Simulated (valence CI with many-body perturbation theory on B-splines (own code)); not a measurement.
Results of a calculation; reference values are marked as such.
**Run record, Re XLIV**

Level of theory: relativistic CI+MBPT: four valence electrons over a frozen Dirac-Fock core [Ar] 3d10, radial functions for each j: 11 s, 11 p, 9 d, 7 f, 5 g, 2 h, 1 i, with the one-electron correlation potential Σ1 (screened to all orders), the two-electron term Σ2, the three-electron term Σ3, Breit, model QED; selected single and double excitations, second order for the rest (own B-spline code, finite nucleus).

Command, and the settings that its task file holds:

```sh
python run_cv.py task.json out
```

```
atom Re  Z=75  mass_number=187  rms_radius_fm=5.3698
core [Ar] 3d10
valence 4s2 4p2
avg = 1
basis = L
breit = 1
cap = 40000
capref = 1200
cscale = 1
de = 0.0
dress = 0
eps = 2e-08
h = 0.27
hh = 1
l2 = 3
lcore = 6
maxit = 60
n2 = 5
natural = 1
nlev = 60
nno = [7, 7, 6, 5, 4, 2, 1]
nroot = 26
nsp = [4, 4, 3, 2, 1, 0, 0]
pt2 = 1
qed = 1
rpa = 1
s1 = 1
s2 = 1
s3 = 1
screen = 1
tol = 2e-05
```

It took 4.8 min on 1 thread of Intel(R) Xeon(R) Platinum 8259CL CPU @ 2.50GHz (Skylake/Cascade Lake), with other jobs on the host.

Log. The first blocks belong to the next ion, which gives the ionisation energy. Fields: 2J, parity (1 odd), roots, reference size, generating configurations, candidates as configurations/state functions, variational space P, stored matrix elements, Davidson steps; e2 is the range of second-order energies in hartree. The first line gives the box (bohr), its intervals, the orbitals and the steps of their self-consistent field. Window is the range of levels sought, series limit the energy at which the first omitted orbital would enter, core excitation an estimate of the first excitation out of the core, left out the lowest levels not solved, and shifts from estimates the range by which levels moved from their first estimate, all in cm⁻¹.

```
rmax 3.4 intervals 57 orbitals 81 references ['4s2 4p2', '4s 4p3', '4s2 4p 4d', '4p4', '4s 4p2 4d'] scf 3 t 1.6
2J=1 par=1 roots 2 ref 23 generators 6 cand 6488/9957 P 1720/2536 nnz 1.2e+06 it 5
2J=1 par=1 roots 2 ref 23 generators 9 cand 4787/7444 P 2348/3531 nnz 2e+06 it 4
   second order: generators 15 cand 7616/11654 e2 -0.00002 -0.00001
reference levels 694, estimated 206, window 4015475 1/cm; series limit 11877396, core excitation 13410446
2J=0 par=0 roots 7 ref 34 generators 18 cand 25303/47847 P 5149/8000 nnz 4.4e+06 it 5
2J=0 par=0 roots 7 ref 34 generators 27 cand 25897/53362 P 9486/15874 nnz 1.5e+07 it 6
   second order: generators 37 cand 27661/60522 e2 -0.00006 -0.00000
2J=2 par=0 roots 10 ref 70 generators 14 cand 24786/112214 P 2407/8000 nnz 6.1e+06 it 11
2J=2 par=0 roots 10 ref 70 generators 26 cand 31595/157034 P 9210/35633 nnz 8.5e+07 it 9
   second order: generators 31 cand 27703/142320 e2 -0.00010 -0.00002
2J=4 par=0 roots 15 ref 106 generators 24 cand 32521/206705 P 2353/7997 nnz 6.1e+06 it 7
2J=4 par=0 roots 15 ref 106 generators 40 cand 33784/234091 P 9334/40000 nnz 9.8e+07 it 8
   second order: generators 54 cand 36703/284364 e2 -0.00036 -0.00006
2J=4 par=1 roots 9 ref 57 generators 21 cand 29496/171629 P 2303/7998 nnz 6.2e+06 it 7
2J=4 par=1 roots 9 ref 57 generators 29 cand 33771/233759 P 9352/39888 nnz 1e+08 it 8
   second order: generators 51 cand 35140/264816 e2 -0.00019 -0.00003
2J=2 par=1 roots 8 ref 44 generators 20 cand 27687/126190 P 2876/8000 nnz 5.8e+06 it 5
2J=2 par=1 roots 8 ref 44 generators 31 cand 29909/147755 P 8915/30116 nnz 6e+07 it 6
   second order: generators 45 cand 28171/148403 e2 -0.00014 -0.00003
2J=6 par=1 roots 5 ref 53 generators 17 cand 31271/219604 P 2369/7995 nnz 5.9e+06 it 5
2J=6 par=1 roots 5 ref 53 generators 28 cand 34026/270057 P 8668/38253 nnz 9.3e+07 it 6
   second order: generators 42 cand 33314/285253 e2 -0.00020 -0.00007
2J=0 par=1 roots 3 ref 16 generators 11 cand 18731/33470 P 4575/7277 nnz 4.3e+06 it 4
2J=0 par=1 roots 3 ref 16 generators 17 cand 18734/36752 P 6493/10500 nnz 7.7e+06 it 5
   second order: generators 26 cand 25833/52908 e2 -0.00006 -0.00002
2J=8 par=1 roots 2 ref 37 generators 7 cand 24479/162397 P 2016/7987 nnz 6.4e+06 it 5
2J=8 par=1 roots 2 ref 37 generators 15 cand 30360/229058 P 5390/24618 nnz 5e+07 it 5
   second order: generators 25 cand 35460/301758 e2 -0.00018 -0.00009
2J=6 par=0 roots 11 ref 96 generators 20 cand 34173/270315 P 2028/7996 nnz 6.2e+06 it 11
2J=6 par=0 roots 11 ref 96 generators 29 cand 34213/269807 P 7966/40000 nnz 9.9e+07 it 10
   second order: generators 45 cand 39336/339017 e2 -0.00061 -0.00017
2J=8 par=0 roots 6 ref 82 generators 14 cand 27422/195407 P 2307/8000 nnz 6.1e+06 it 5
2J=8 par=0 roots 6 ref 82 generators 30 cand 32990/267063 P 8270/39998 nnz 1e+08 it 7
   second order: generators 40 cand 32652/298398 e2 -0.00042 -0.00009
2J=10 par=0 roots 2 ref 47 generators 5 cand 15717/111498 P 2132/8000 nnz 7.8e+06 it 4
2J=10 par=0 roots 2 ref 47 generators 15 cand 23668/171344 P 5114/24475 nnz 5.8e+07 it 5
   second order: generators 23 cand 30337/245374 e2 -0.00012 -0.00011
left out: unestimated 5806540, estimated 4326080, shifts from estimates -14 to 117
operators 4.4
```

The Davidson iterations converged.

The last digits are not significant, and no measured levels were compared; by estimate large intervals hold to a few tenths of a per cent, small ones and those within an open d or f shell to about a per cent.

```yaml
Valence_energy: -349.6393 hartree
Ionisation_energy: "2241.4 eV (NIST: 2240 ± 4 eV (theoretical))"
Reference_configurations_for_the_orbitals: 4s2 4p2, 4s 4p3, 4s2 4p 4d, 4p4, 4s 4p2 4d
Radial_orbitals: 81
Box_radius: 3.394 bohr
Largest_variational_space: 40000
Lowest_levels: (4s^2 4p1/2^2) J=0 0, (4s^2 4p1/2 4p3/2) J=1 795910, (4s^2 4p1/2 4p3/2) J=2 831160, (4s 4p1/2^2 4p3/2) J=2 1591800, (4s^2 4p3/2^2) J=2 1653800, (4s 4p1/2^2 4p3/2) J=1 1712400, (4s^2 4p3/2^2) J=0 1730000, (4s^2 4p1/2 4d3/2) J=2 2059500, (4s^2 4p1/2 4d3/2) J=1 2209600, (4s^2 4p1/2 4d5/2) J=2 2271400, (4s^2 4p1/2 4d5/2) J=3 2298700, (4s 4p1/2 4p3/2^2) J=2 [a] 2406800, (4s 4p1/2 4p3/2^2) J=3 2452900, (4s 4p1/2 4p3/2^2) J=0 2484700 cm⁻¹
```

Levels are named by their leading jj configuration (3d3/2^4 stands for four electrons in 3d with j = 3/2), which in mixed levels can hold well under half, so a name can repeat and another be missing. Letters in brackets count levels of one name in rising energy.
